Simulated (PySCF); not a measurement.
Ligands exchanged one at a time, Ga CH3-SiH3. Gas-phase values, no solvent. Strings in code marks are SMILES.

The numbers are results of PBE-D3(BJ)/def2-TZVP in PySCF 2.14.0, not measurements. Excitations are Tamm–Dancoff values on a coarser integration grid. The basis has no diffuse functions, so Rydberg states are missing or too high.

```json
[
 {"species": "0 of 3 CH3 replaced by SiH3 (`[Ga]([CH3])([CH3])[CH3]`)", "S1 oscillator strength": "0.000", "S1–T1 gap (TDA) (eV)": "0.29", "S1 excitation (TDA) (eV)": "4.95"},
 {"species": "1 of 3 CH3 replaced by SiH3", "S1 oscillator strength": "?", "S1–T1 gap (TDA) (eV)": "0.60", "S1 excitation (TDA) (eV)": "4.09"},
 {"species": "2 of 3 CH3 replaced by SiH3 (`[CH3][Ga]([SiH3])[SiH3]`)", "S1 oscillator strength": "0.000", "S1–T1 gap (TDA) (eV)": "?", "S1 excitation (TDA) (eV)": "3.46"},
 {"species": "3 of 3 CH3 replaced by SiH3 (`[SiH3][Ga]([SiH3])[SiH3]`)", "S1 oscillator strength": "0.000", "S1–T1 gap (TDA) (eV)": "0.50", "S1 excitation (TDA) (eV)": "?"}
]
```

Question: Complete the blanks.

Answer: 
- 1 of 3 CH3 replaced by SiH3, S1 oscillator strength: 0.008
- 2 of 3 CH3 replaced by SiH3 (`[CH3][Ga]([SiH3])[SiH3]`), S1–T1 gap (TDA) (eV): 0.57
- 3 of 3 CH3 replaced by SiH3 (`[SiH3][Ga]([SiH3])[SiH3]`), S1 excitation (TDA) (eV): 3.14
